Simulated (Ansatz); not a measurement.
Reactions of CH$_{3}$NSi (`N#C[SiH3]`).

Gas-phase electronic energies from Ansatz, PBE0-D4/def2-TZVP geometries. CBS: MP2 limit from def2 TZ/QZ plus the TZ coupled-cluster correction, frozen cores. Small cases extrapolate CCSD(T) itself. Double bonds are as drawn, so ΔE can hold a change between cis and trans. DFT in def2-TZVPP. For Zn outer-core shells are correlated without core-valence functions, which leaves a few kJ/mol of doubt a bond. Scalar relativity is left out up to krypton. Each species was taken in one conformer, which may not be the lowest.

```csv
reaction,CCSD(T)/CBS(def2) (eV)
`N#C[SiH3]` + `C[CH2][ZnH]` → `CC[SiH2]C#N` + `[ZnH2]`,-0.29
`N#C[SiH3]` + `C/C=C/O` → `C/C=C(\O)[SiH3]` + `C#N`,0.46
`N#C[SiH3]` → `C#N` + `[SiH2]`,?
`N#C[SiH3]` + `C[SiH](N)N` → `C[SiH](N)NC#N` + SiH₄,0.72
```

(1) Fill in the missing values. (Best estimate.)

Largest T1 diagnostic: 0.016, for `[ZnH2]`.

Extrapolated directly: `N#C[SiH3]` → `C#N` + `[SiH2]`.

Answers

(1) Computed: `N#C[SiH3]` → `C#N` + `[SiH2]`: +2.87 eV.
